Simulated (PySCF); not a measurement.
## ORD: `N#CC=C=C(Br)C#N`, C5HBrN2

Geometry (Å), atoms numbered from 1 in this order:
```xyz
9

N    -2.744    1.920    0.536
C    -2.114    1.009    0.198
C    -1.366   -0.128   -0.237
C    -0.089   -0.293    0.026
C     1.182   -0.487    0.280
Br    1.734   -1.407    1.840
C     2.222   -0.036   -0.585
N     3.075    0.320   -1.284
H    -1.905   -0.888   -0.819
```

Level of theory: TDDFT CAM-B3LYP/def2-TZVPD circular dichroism and optical rotation, one conformer, gas phase in PySCF. Geometry: PBE0-D3(BJ)/def2-SVP.

The calculation is non-relativistic, which matters for the atoms heavier than Zn. No stereocentre is labelled: unless the shape is locked (an allene, a helicene, a hindered biaryl), the mirror image is equally populated and a measured rotation or CD is zero. Singlets 2 and 3 lie within 0.01 eV of each other, so their separate moments and overlaps can depend on how they mix.

Question: What is the specific rotation at 633, 589.3, 546, 436, 405, 365, 355 nm?

Answer: [α] in deg dm⁻¹ (g/mL)⁻¹:
```
λ (nm)  origin-invariant length gauge  modified velocity gauge  length gauge (centre of mass)  isotropic polarisability (au)
   633                         +149.7                   +151.2                         +148.5                          102.5
 589.3                         +178.8                   +180.7                         +177.5                          103.3
   546                         +217.7                   +219.9                         +216.1                          104.3
   436                         +411.8                   +415.8                         +408.7                          108.6
   405                         +521.2                   +526.2                         +517.3                          110.7
   365                         +752.2                   +759.3                         +746.6                          114.6
   355                         +837.0                   +845.0                         +830.8                          115.9
```

Question: And for the mirror image at 589.3 nm?

Answer: -178.8 deg dm⁻¹ (g/mL)⁻¹ (origin-invariant length gauge): the same size and the opposite sign.

Question: What is the molar rotation [Φ] = [α]·M/100 of the geometry above at 589.3 nm?

Answer: With M = 168.98 g/mol, +302.2 deg cm² dmol⁻¹ (origin-invariant length gauge).

The first excitation lies at 4.17 eV (297 nm) with R = +0.1 × 10⁻⁴⁰ esu² cm² (velocity form).
